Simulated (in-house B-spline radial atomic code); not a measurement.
Ga²⁺: [Ar] 3d10 4s1

Computed with a radial B-spline atomic code at the basis-set limit: non-relativistic B3LYP, spin-polarised, spherical fractional occupations, exact exchange averaged over the configuration, point nucleus.

Z_r = [3n² - l(l+1)]/(2<r>); Z_e = n√(-2ε); the last column is Slater's effective charge. Values are occupation-weighted means over spin.

```
shell  electrons   ε (eV)  <r> (bohr)    Z_r    Z_e  Slater
   1s          2   -10156     0.04943  30.35  27.32   30.70
   2s          2  -1268.2      0.2214  27.10  19.31   26.85
   2p          6  -1125.3      0.1922  26.02  18.19   26.85
   3s          2  -169.65      0.6624  20.38  10.59   19.75
   3p          6  -122.92      0.6838  18.28   9.02   19.75
   3d         10  -42.648      0.7916  13.26   5.31    9.85
   4s          1  -27.186       2.106  11.39   5.65    5.70
```

The least bound orbital is 4s up at -27.19 eV, and it is also the most diffuse (<r> = 2.106 bohr).

The density falls to 0.001 bohr⁻³ at 3.312 bohr; Σ<r²> = 17.828 bohr² gives, by the non-relativistic formula and without the paramagnetism of open shells, a Langevin diamagnetic susceptibility of -14.12×10⁻⁶ cm³/mol.
